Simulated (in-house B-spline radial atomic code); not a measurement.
RPBE excitations of V5+

Method: RPBE. Computed with an all-electron radial atomic-structure program (B-spline basis): linear response of the closed shell [Ne] 3s2 3p6 with the functional's adiabatic kernel; non-relativistic, point nucleus, no spin-orbit coupling, no double excitations, S, P, D and F terms only. Only terms of natural parity with L up to 3 were computed.

Command:
```bash
python run_td.py task.json out
```
Settings (radii: box in bohr, nucleus in fm):
```
Z                        23
electrons                18
configuration            [Ne] 3s2 3p6
hamiltonian              nr
method                   rpbe,pbe
box_radius               16.35
intervals                52
```

Run time, properties included: 0.6 s on 1 thread of Arm Neoverse N1, on a shared host.

The lowest states, in the order of their Tamm-Dancoff energies; the method's threshold (minus the highest occupied level) is 117.29 eV. Labels give the largest channel, * marks a mixed state, and oscillator strengths are full-response dipole values. Semilocal kernels can invert the small singlet-triplet splittings of Rydberg terms. Energies in eV:

```
     state  full response  Tamm-Dancoff  oscillator strength
3p → 3d 3P          38.17         38.31                    -
3p → 3d 3F              ?             ?                    -
3p → 3d 1F              ?             ?                    -
3p → 3d 1P          54.72         57.16                 3.82
3p → 4s 3P          65.43         65.45                    -
3s → 3d 3D          65.78         65.85                    -
3p → 4s 1P          66.22         66.28                0.223
3s → 3d 1D          70.17         70.28                    -
3p → 4p 3S          72.37         72.40                    -
3p → 4p 3D          72.98         72.99                    -
```

**Question.** Where does 3p → 3d 1F lie?

**Answer.** At 42.27 eV in full response, 42.29 eV in Tamm-Dancoff.

**Question.** Where does 3p → 3d 3F lie?

**Answer.** At 38.50 eV in full response, 38.69 eV in Tamm-Dancoff.

**Question.** How large is the singlet-triplet splitting of 3p → 3d (F terms) in Tamm-Dancoff?

**Answer.** 3.6 eV, from the unrounded values.

**Question.** What polarisabilities and dispersion coefficient does the method give?

**Answer.** Dipole 1.088 bohr³, quadrupole 1.169 bohr⁵, C6 1.979 hartree·bohr⁶ for two such species.
